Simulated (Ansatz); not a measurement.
The cluster Al4O6 (the lowest singlet isomer of a short search) was relaxed with r2SCAN-D4 (def2-SVP, def2-SVPD) in Ansatz in these states: charge +1 doublet, charge -1 doublet, neutral singlet. The geometries follow in no particular order.

A:

```xyz
10

Al    0.4258    1.3171   -0.8850
Al   -1.3611   -0.6683   -0.6327
Al    1.2185   -1.1015   -0.0361
Al   -0.2832    0.4525    1.5538
O    -1.7799   -0.2334    0.9970
O     0.1543    1.9156    0.7240
O     1.0125   -0.7024    1.6428
O    -0.1543   -1.9156   -0.7239
O    -1.0123    0.7024   -1.6428
O     1.7798    0.2334   -0.9971
```

B:

```tsv
atom	x (Å)	y (Å)	z (Å)
Al1	1.043	-0.249	1.303
Al2	-0.443	-1.489	-0.658
Al3	-1.380	0.813	0.532
Al4	0.780	0.925	-1.176
O5	0.357	-0.599	-1.949
O6	1.937	0.718	0.134
O7	-0.637	1.847	-0.685
O8	-1.937	-0.718	-0.134
O9	0.637	-1.847	0.685
O10	-0.357	0.599	1.949
```

C:

Cartesian coordinates in Å:
```
Al 1.218 -1.185 -0.113
Al -0.976 0.068 -1.393
Al -1.114 -0.318 1.248
Al 0.872 1.440 0.254
O -0.109 1.575 -1.189
O 2.111 0.256 0.146
O -0.248 1.168 1.576
O -2.111 -0.256 -0.146
O 0.248 -1.174 -1.571
O 0.109 -1.574 1.189
```

Q: Judge from the bond lengths which geometry belongs to which state (an estimate).

A: A is the neutral singlet (Al1–Al3 2.683 Å, Al3–Al4 2.683 Å, Al1–Al2 2.683 Å); B is the charge -1 doublet (Al1–Al3 2.756 Å, Al3–Al4 2.756 Å, Al1–Al2 2.756 Å); C is the charge +1 doublet (Al1–Al3 2.836 Å, Al3–Al4 2.832 Å, Al1–Al2 2.832 Å).
